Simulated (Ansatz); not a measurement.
Start from `[CH3][Zn][Se]C(F)(F)F` and change one atom or group to get `FC(F)(F)F`.

Ansatz, PBE0-D4/def2-TZVP geometries, multiplicity 1. Each molecule was computed in one conformer, which needn't be the lowest.

Scalar relativity is left out up to krypton.

| property | `[CH3][Zn][Se]C(F)(F)F` |
| --- | --- |
| HOMO–LUMO gap (PBE0/def2-TZVPP) / eV | 6.29 |
| HOMO energy (B3LYP/def2-TZVPP) / eV | -7.01 |
| LUMO energy (B3LYP/def2-TZVPP) / eV | -1.23 |
| HOMO–LUMO gap (ωB97M-V/def2-TZVPP) / eV | 10.06 |
| HOMO energy (PBE/def2-TZVPP) / eV | -6.05 |
| LUMO energy (PBE0/def2-TZVPP) / eV | -0.96 |

Problem. What does the change do to each property? (Best estimate.)

Solution. Ansatz gave: 
| property | `FC(F)(F)F` | shift |
| --- | --- | --- |
| HOMO–LUMO gap (PBE0/def2-TZVPP) / eV | 15.37 | 9.08 |
| HOMO energy (B3LYP/def2-TZVPP) / eV | -12.29 | -5.28 |
| LUMO energy (B3LYP/def2-TZVPP) / eV | 2.27 | 3.50 |
| HOMO–LUMO gap (ωB97M-V/def2-TZVPP) / eV | 19.46 | 9.40 |
| HOMO energy (PBE/def2-TZVPP) / eV | -10.32 | -4.27 |
| LUMO energy (PBE0/def2-TZVPP) / eV | 2.76 | 3.72 |

With PBE0 the HOMO falls by 5.36 eV and the LUMO rises by 3.72 eV, so the gap widens by about 9.08 eV. PBE moves the HOMO by -4.27 eV and ωB97M-V by -5.72 eV.

B3LYP here is the variant with VWN-RPA as its local correlation; programs differ in this.

Spin–orbit coupling is left out; it splits and shifts lone-pair levels of the heavy atoms by tenths of an eV.
